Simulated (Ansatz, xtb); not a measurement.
**C3H9NO3Si: 3 structures ranked**

3 gas-phase structures of C3H9NO3Si, from a drawn sample of its isomers (lower ones may exist). Each was relaxed with GFN2-xTB; where two conformers were screened, the lower at r2SCAN-D4/def2-SVP is listed:

A. `CO[SiH](NC=O)OC`, a singlet
B. `C=CCO[Si](N)(O)O`, a singlet
C. `CCO[Si@H](O)NC=O`, a singlet

Question: Estimate their order in r2SCAN-D4/def2-SVP energy at these geometries, lowest first.

Answer: Calculated order at r2SCAN-D4/def2-SVP: B (0.0), C (24.7), A (92.9) kJ/mol.

Energies above the lowest of each column, in kJ/mol; the last columns are at PBE0-D3(BJ)/def2-SVP geometries:

```csv
structure,GFN2-xTB,HF/STO-3G,r2SCAN-D4/def2-SVP,PBE0-D3(BJ)/def2-SVP,CCSD(T)/def2-SVP + ΔMP2/def2-TZVPP
B,46.2,48.1,0.0,0.0,0.0
C,0.0,0.0,24.7,27.6,87.4
A,36.9,21.8,92.9,99.9,160.1
```

CCSD(T)/def2-SVP + ΔMP2/def2-TZVPP puts B lowest; GFN2-xTB picks C, HF/STO-3G picks C. Flexible structures stand in one conformer each, not always the lowest. The ΔMP2 step shifts differences by up to 54.9 kJ/mol, which makes them less sure. ΔMP2 is the change of the MP2 energy from the smaller to the larger basis.

Programs: Ansatz 0.2.0, xtb 6.7.1.
